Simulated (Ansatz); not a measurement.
Computed with Ansatz.

CH₁₀BNSi₂, SMILES `NB([SiH3])C[SiH3]` at its PBE0-D4/def2-TZVP geometry, where that method's forces vanish. Total charge 0; spin multiplicity 1.

| atom | x (Å) | y (Å) | z (Å) |
| --- | --- | --- | --- |
| N1 | -0.975 | 0.485 | -1.607 |
| B2 | -0.242 | -0.238 | -0.667 |
| Si3 | 1.597 | -0.907 | -1.196 |
| C4 | -0.825 | -0.483 | 0.768 |
| Si5 | -0.333 | 0.910 | 1.928 |
| H6 | -0.635 | 0.702 | -2.528 |
| H7 | -1.898 | 0.850 | -1.425 |
| H8 | 1.643 | -2.399 | -1.184 |
| H9 | 1.986 | -0.461 | -2.568 |
| H10 | 2.655 | -0.438 | -0.255 |
| H11 | -0.454 | -1.410 | 1.215 |
| H12 | -1.922 | -0.525 | 0.773 |
| H13 | 1.144 | 1.086 | 1.955 |
| H14 | -0.796 | 0.637 | 3.316 |
| H15 | -0.945 | 2.190 | 1.476 |

**Question.** For each bond, give half the difference of the two atoms' forces along it (eV/Å; positive pushes the atoms apart) under PBE-D4, r2SCAN-D4, B3LYP-D4, ωB97M-V in def2-TZVPP. (Estimate.)

**Answer.** The calculation gave: 
```json
{"bond": "N1–B2", "length (Å)": "1.394", "PBE-D4": "0.11", "r2SCAN-D4": "0.14", "B3LYP-D4": "0.07", "ωB97M-V": "0.12"}
{"bond": "N1–H6", "length (Å)": "1.006", "PBE-D4": "0.18", "r2SCAN-D4": "-0.03", "B3LYP-D4": "-0.02", "ωB97M-V": "-0.05"}
{"bond": "N1–H7", "length (Å)": "1.009", "PBE-D4": "0.21", "r2SCAN-D4": "-0.01", "B3LYP-D4": "-0.02", "ωB97M-V": "-0.05"}
{"bond": "B2–Si3", "length (Å)": "2.027", "PBE-D4": "-0.16", "r2SCAN-D4": "-0.04", "B3LYP-D4": "0.01", "ωB97M-V": "-0.01"}
{"bond": "B2–C4", "length (Å)": "1.569", "PBE-D4": "-0.09", "r2SCAN-D4": "-0.01", "B3LYP-D4": "0.03", "ωB97M-V": "0.08"}
{"bond": "Si3–H8", "length (Å)": "1.493", "PBE-D4": "0.10", "r2SCAN-D4": "-0.01", "B3LYP-D4": "-0.06", "ωB97M-V": "-0.11"}
{"bond": "Si3–H9", "length (Å)": "1.494", "PBE-D4": "0.09", "r2SCAN-D4": "-0.02", "B3LYP-D4": "-0.06", "ωB97M-V": "-0.09"}
{"bond": "Si3–H10", "length (Å)": "1.491", "PBE-D4": "0.10", "r2SCAN-D4": "-0.02", "B3LYP-D4": "-0.07", "ωB97M-V": "-0.10"}
{"bond": "C4–Si5", "length (Å)": "1.879", "PBE-D4": "0.04", "r2SCAN-D4": "0.03", "B3LYP-D4": "0.13", "ωB97M-V": "0.05"}
{"bond": "C4–H11", "length (Å)": "1.094", "PBE-D4": "0.11", "r2SCAN-D4": "-0.01", "B3LYP-D4": "-0.06", "ωB97M-V": "-0.05"}
{"bond": "C4–H12", "length (Å)": "1.097", "PBE-D4": "0.13", "r2SCAN-D4": "0.00", "B3LYP-D4": "-0.04", "ωB97M-V": "-0.06"}
{"bond": "Si5–H13", "length (Å)": "1.487", "PBE-D4": "0.06", "r2SCAN-D4": "-0.02", "B3LYP-D4": "-0.08", "ωB97M-V": "-0.10"}
{"bond": "Si5–H14", "length (Å)": "1.489", "PBE-D4": "0.07", "r2SCAN-D4": "-0.03", "B3LYP-D4": "-0.09", "ωB97M-V": "-0.12"}
{"bond": "Si5–H15", "length (Å)": "1.489", "PBE-D4": "0.07", "r2SCAN-D4": "-0.02", "B3LYP-D4": "-0.08", "ωB97M-V": "-0.10"}
```

B3LYP here is the variant with VWN-RPA as its local correlation; programs differ in this.
